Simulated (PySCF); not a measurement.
B(H)(Me)(OMe) (C2H7BO), SMILES CBOC.

Geometry: PBE0-D3(BJ)/def2-SVP. Other conformers were not sampled.

Method: HF/def2-TZVP (PySCF).

Symmetry labels are those of the subgroup Cs that the program uses (full group Cs).

Computed valence orbital energies around the gap with their symmetry:
| orbital | symmetry | energy (eV) |
|---|---|---|
| HOMO−7 | A' | -17.54 |
| HOMO−6 | A" | -17.25 |
| HOMO−5 | A' | -15.82 |
| HOMO−4 | A" | -14.66 |
| HOMO−3 | A' | -14.15 |
| HOMO−2 | A' | -13.67 |
| HOMO−1 | A" | -12.70 |
| HOMO | A' | -11.97 |
| LUMO | A" | 3.41 |
| LUMO+1 | A' | 3.44 |
| LUMO+2 | A' | 4.02 |
| LUMO+3 | A' | 4.78 |
